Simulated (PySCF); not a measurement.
PySCF 2.14 output of an unrestricted B3LYP calculation on a single atom or ion in x2c-TZVPPall with one added diffuse shell each of s, p, d type (6s5p4d, 41 functions), with the spin-free X2C one-electron Hamiltonian (Gaussian nucleus):

```
SCF conv_tol = 1e-09
number electrons alpha = 6  beta = 6
    P. J. Stephens, F. J. Devlin, C. F. Chabalowski, and M. J. Frisch.,  J. Phys. Chem. 98, 11623 (1994)
cycle= 1 E= -200.402285391199  delta_E= -0.00326  |g|= 0.0251  |ddm|= 0.213
cycle= 2 E= -200.402354229083  delta_E= -6.88e-05  |g|= 0.0143  |ddm|= 0.0162
cycle= 3 E= -200.402389900308  delta_E= -3.57e-05  |g|= 0.000389  |ddm|= 0.00764
cycle= 4 E= -200.402389940433  delta_E= -4.01e-08  |g|= 1.29e-05  |ddm|= 0.000899
cycle= 5 E= -200.402389940506  delta_E= -7.36e-11  |g|= 1.43e-07  |ddm|= 2.93e-05
converged SCF energy = -200.402389940506  <S^2> = -5.3290705e-15  2S+1 = 1
```

The run itself started from symmetry-adapted Hartree-Fock orbitals and held the occupation by maximum overlap, on a logarithmic radial grid, so the iterations belong to that start.

Q: Which element, charge and spin multiplicity is this?

A: Mg (magnesium, neutral), multiplicity 1; the state was [Ne] 3s2, closed-shell 1S.
